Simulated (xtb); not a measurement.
xtb input:

```bash
xtb mol.xyz --gfn 2 --sp --chrg -1 --uhf 0
```
mol.xyz:
```
11

Si    -0.11189245     0.09935110    -0.03078866
O     -0.41844932    -1.07116168     1.18601955
N     -1.18303284     1.26259180    -0.47233330
N      1.31391837     0.85209903     0.70339173
N      0.35967771    -1.02055120    -1.34182582
H     -0.97363936    -1.76538754     0.82096811
H     -1.92176411     0.98675729    -1.11140528
H      1.47450664     0.54162997     1.65337577
H      1.19927848     1.85785618     0.71204869
H      1.18914072    -1.56949739    -1.14171234
H      0.51262378    -0.53195811    -2.21501860
```

**Question.** What final total energy does it print?

**Answer.** -17.85728 Eh (GFN2-xTB).

It need not be the lowest isomer of its formula. Whether it binds its extra electron was not tested at this geometry.
